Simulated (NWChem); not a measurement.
System: C2H3AlCl2; SMILES [Al]([CH]=C)([Cl])[Cl]

NWChem input:

```
start job
memory heap 200 mb stack 900 mb global 1100 mb
geometry units angstroms noautosym nocenter noautoz
  Al    -0.131851     0.108380     0.000000
  Cl    -0.537993     2.164324     0.000000
  Cl     1.880162    -0.489585     0.000000
  C     -1.520598    -1.223760     0.000000
  C     -1.227988    -2.534039     0.000000
  H     -2.581075    -0.937913     0.000000
  H     -2.005218    -3.308755     0.000000
  H     -0.193752    -2.899255     0.000000
end
basis spherical
  * library 6-31g*
end
dft
  xc hfexch
  iterations 150
end
property
  efieldgrad
end
task dft property
```

Geometry: optimised at PBE0/def2-SVP.

Vzz is the largest principal value of the second derivative of the potential at the nucleus (NWChem prints the opposite sign); η is the asymmetry. Non-relativistic.

Atoms are numbered as in the input.

Question: Give the results of this calculation. (Hartree-Fock/6-31G* (spherical d).) Quantities: Vzz Al1 (a.u.); η Al1; Vzz Cl3 (a.u.); η Cl3.

Answer: 
```
Item            Result
--------------  ------
Vzz Al1 (a.u.)   0.828
η Al1             0.66
Vzz Cl3 (a.u.)   1.230
η Cl3             0.31
```
